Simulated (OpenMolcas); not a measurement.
Ir4+ among 6 point charges of -0.85 e arranged as a tetragonal octahedron (D4h), 2.04 Å from the ion, with the axial distance 2.060 Å.

| Property | Result |
| --- | --- |
| Program | OpenMolcas |
| Method | CASSCF |
| Basis | ANO-RCC-VDZP [7s6p4d2f] |
| Scalar Hamiltonian | DKH2, point nucleus |
| Active space | 5 electrons in 5 orbitals (5d) |
| State averaging | 2S+1 = 6 even, 1 root; 2S+1 = 4 even, 24 roots; 2S+1 = 2 even, 75 roots |
| Spin-orbit coupling | state interaction with AMFI integrals over the reference wave functions |

Problem. What is the spin-free ground state (labels of D4, the rotations of D4h)?

Solution. 6A1, 1-fold in its orbital part, 100 % from free-ion S terms; it has the highest spin that d5 allows.

Problem. What are the lowest two levels with spin-orbit coupling?

Solution. A 2-fold level E3/2 with g = 2.97, 2.97, 3.71, then a 2-fold level E1/2 50.7 cm-1 above it. Their leading multiplicities are 6 (86 %) and 6 (87 %).

Problem. What is χT at 300 K?

Solution. 4.12 cm3 K/mol.

Without dynamic correlation the repulsion within the d shell is too large (B by tens of per cent), so at a given field states of lower spin stand too high. Point charges give a weaker field than real ligands, and real ions of this kind are as a rule low spin; the high spin found here belongs to the model. This is an electrostatic model: the charges have no orbitals. No measured value stands beside these numbers.
